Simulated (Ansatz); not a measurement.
## Energy profile

The step: BF₃ ([F][B]([F])[F]) + SiH₄O ([OH][SiH3]) → BSiH₃OF₂ ([F][B]([F])[O][SiH3]) + HF; bonds formed: F2–H5; dative contacts that become bonds: B1–O6; bonds broken: B1–F2, H5–O6 (atoms numbered as in the saddle structure below).

```csv
atom,x (Å),y (Å),z (Å)
B1,0.2114,-1.3521,0.1032
F2,1.5835,-1.3668,-0.7770
F3,-0.5604,-2.3523,-0.3081
F4,0.5328,-1.2986,1.3995
H5,1.0459,-0.4068,-0.9983
O6,-0.0608,-0.0328,-0.5324
Si7,-0.5791,1.4083,0.1504
H8,0.4782,1.9557,1.0312
H9,-0.8385,2.3238,-0.9819
H10,-1.8128,1.1215,0.9135
```

Electronic energies by CCSD(T) at an estimated basis limit (MP2 extrapolated from triple and quadruple zeta, plus CCSD(T) − MP2 in triple zeta), on PBE0-D4/def2-TZVP structures; BSiH4OF3, closed shell; no counterpoise correction. Computed with Ansatz 0.2.0 (basis: def2-TZVPP and def2-QZVPP); correlated methods freeze the cores. Extrapolation: Hartree–Fock as exp(−7.88 √X), correlation as X^−2.97.

(1) Give the profile in kcal/mol, counted from the separated reactants. (Judge from chemistry; the value comes from the calculation.)

The T1 diagnostic stays at or below 0.013.

## Answers

(1) The calculation gives:
| point | kcal/mol |
| --- | --- |
| separated: BF3 (linked as [F][B]([F])[F]; B1, F2, F3, F4; singlet) + SiH4O (linked as [OH][SiH3]; H5, O6, Si7, H8, H9, H10; singlet) | 0.00 |
| start structure | -8.75 |
| saddle | 17.13 |
| end structure | -4.10 |
| separated: BSiH3OF2 (linked as [F][B]([F])[O][SiH3]; B1, F3, F4, O6, Si7, H8, H9, H10; singlet) + HF (F2, H5; singlet) | 0.96 |

The step is the kind of ligand exchange by which a precursor binds to a hydroxyl group, or is hydrolysed, in atomic layer deposition of oxides.

For scale, one of the runs: CCSD(T)/def2-TZVPP, 253 basis functions, launched by `ansatz run in.yaml --threads 8 --pin off --events-out ev --progress --plain --max-ram 19148MiB`. Hardware: 8 CPU threads of an AMD EPYC 9R45, shared host. Wall time 39 s; peak host memory 6.1 GiB.
